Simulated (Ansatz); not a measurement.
Ansatz (a quantum-chemistry and plane-wave program) input (X2C-CCSD(T)/cc-pVTZ-DK):

Ansatz 0.2 input:
```yaml
crystal:
  periodic: [false, false, false]
  atoms:
    - {symbol: C, position_ang: [-1.63291900, -1.01370175, 0.60023064]}
    - {symbol: C, position_ang: [-1.89176868, 0.49848039, 0.42478527]}
    - {symbol: C, position_ang: [-0.54694824, 1.07382555, 0.15935813]}
    - {symbol: C, position_ang: [0.34896302, 0.09773399, -0.10836676]}
    - {symbol: C, position_ang: [-0.27095253, -1.29582757, -0.07995184]}
    - {symbol: C, position_ang: [1.67311943, 0.35776813, -0.42228658]}
    - {symbol: N, position_ang: [2.77922333, 0.53138885, -0.67801704]}
    - {symbol: H, position_ang: [-2.42670452, -1.62348366, 0.17613685]}
    - {symbol: H, position_ang: [-1.56480710, -1.24923679, 1.66155860]}
    - {symbol: H, position_ang: [-2.37490994, 0.97099827, 1.28224618]}
    - {symbol: H, position_ang: [-2.53359448, 0.72255430, -0.43807763]}
    - {symbol: H, position_ang: [-0.32953169, 2.13432318, 0.15454765]}
    - {symbol: H, position_ang: [0.33665898, -2.01378185, 0.46843038]}
    - {symbol: H, position_ang: [-0.38377755, -1.66618231, -1.10107848]}
    - {symbol: H, position_ang: [3.74513916, 0.69541453, -0.90025760]}
basis:
  gaussian:
    orbitals: cc-pVTZ-DK
total_charge: 1
magnetization: {spin_polarized: false}
correlation: {method: ccsd_t, electrons: outside_noble_gas}
```

Output:

```
Functional definition: HF
integrals: 3.30 GiB planned
1846 factors; integrals over basis functions are off by at most 1.0e-3 eV
1.64 GiB of device memory are held for the factors and their scratch space
mean field: 1.82 GiB planned
mean field evaluation 1: about -7782.7249 eV, gradient 5.0e1 eV
mean field evaluation 2: about -7783.1848 eV, gradient 5.0e1 eV
mean field evaluation 4: about -7789.2813 eV, gradient 5.7e0 eV
mean field evaluation 8: about -7789.3920 eV, gradient 4.7e-1 eV
mean field evaluation 16: about -7789.3938 eV, gradient 1.6e-6 eV
mean field -7789.39383410 eV, -286.2549435625 hartree, gradient 1.6e-6 eV, S^2 0.000000; 0 other end points of the search recorded, 0 dependent functions left out
7 core orbitals not correlated
reference -7789.39383410 eV, -286.2549435625 hartree; 18, 18 occupied and 297, 297 virtual orbitals, 1846 factors
second order -31.15044202 eV of doubles, -0.00000000 eV of singles
coupled cluster: 19.38 GiB planned
cycle   1  -31.16443381 eV  change   -1.4e-2 eV  update   1.3e-1
cycle   2  -31.98465673 eV  change   -8.2e-1 eV  update   4.1e-2
cycle   3  -32.18777246 eV  change   -2.0e-1 eV  update   2.2e-2
cycle   4  -32.17683895 eV  change    1.1e-2 eV  update   6.7e-3
cycle   5  -32.17624127 eV  change    6.0e-4 eV  update   3.6e-3
cycle   6  -32.17788966 eV  change   -1.6e-3 eV  update   1.3e-3
cycle   7  -32.17717351 eV  change    7.2e-4 eV  update   6.0e-4
cycle   8  -32.17695106 eV  change    2.2e-4 eV  update   2.1e-4
cycle   9  -32.17704236 eV  change   -9.1e-5 eV  update   8.4e-5
cycle  10  -32.17705041 eV  change   -8.1e-6 eV  update   3.3e-5
perturbative correction -1.58431766 eV, -0.0582226000 hartree
Total energy: -7823.15520217 eV, -287.4956509549 hartree
Relativity: scalar
```

It need not be the lowest isomer of its formula.
